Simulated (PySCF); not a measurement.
Molecule: SMILES C1CC(=C)/C1=C\C, C₇H₁₀.

Cartesian coordinates in Å; atom numbers follow the order of the lines, from 1:
```xyz
17

C    -0.1387    2.0488    0.2102
C    -0.6271    0.8238    0.0900
C    -2.0472    0.3119    0.0216
C    -1.4833   -1.1007   -0.2326
C    -0.0910   -0.5263   -0.0936
C     1.1036   -1.1057   -0.1139
C     2.4190   -0.4273    0.0727
H    -0.7970    2.8967    0.3100
H     0.9157    2.2624    0.2081
H    -2.6402    0.7292   -0.7911
H    -2.6047    0.4146    0.9516
H    -1.7447   -1.8463    0.5172
H    -1.7050   -1.5028   -1.2204
H     1.1527   -2.1752   -0.2857
H     3.0369   -0.9947    0.7680
H     2.2910    0.5796    0.4553
H     2.9529   -0.3760   -0.8773
```

Frames of a GFN2-xTB Langevin trajectory at 400 K; GIAO PBE0/pcSseg-1 shieldings in PySCF 2.14.0 with density-fitted response routines, gas phase, non-relativistic; equivalent atoms averaged within each frame.

Referencing at the same level of theory: TMS for ¹³C (σ = 186.93 ppm), ¹H (σ = 31.72 ppm). The references are static minima.

Problem. How do the shifts (ppm) fluctuate along the trajectory?

Solution. 
```tsv
time (fs)	C5	C2	C6	C1	C3	C4	C7	H14	H8	H9
optimised geometry	144.5	155.4	130.7	113.8	28.2	27.8	18.2	5.61	5.25	5.55
250	145.4	143.1	136.4	111.8	28.0	26.5	21.7	6.34	5.41	4.55
425	145.5	164.1	129.4	120.4	26.7	31.7	20.9	6.82	5.19	5.56
625	145.8	157.9	127.4	115.2	23.1	32.1	19.6	6.10	5.68	5.95
800	137.1	156.1	121.8	116.5	35.5	29.4	18.9	5.41	5.78	5.75
1000	148.9	162.6	128.3	114.8	30.4	24.9	18.2	6.28	6.11	6.62
mean of frames	144.5	156.7	128.7	115.7	28.7	28.9	19.9	6.19	5.63	5.69
standard deviation	4.4	8.3	5.3	3.1	4.6	3.2	1.4	0.51	0.35	0.75
```

5 frames give an uncertainty of the mean of about the standard deviation over 2.2 at best, since frames this close in time may not be independent; classical motion lacks zero-point vibration, and the reference would need the same averaging.
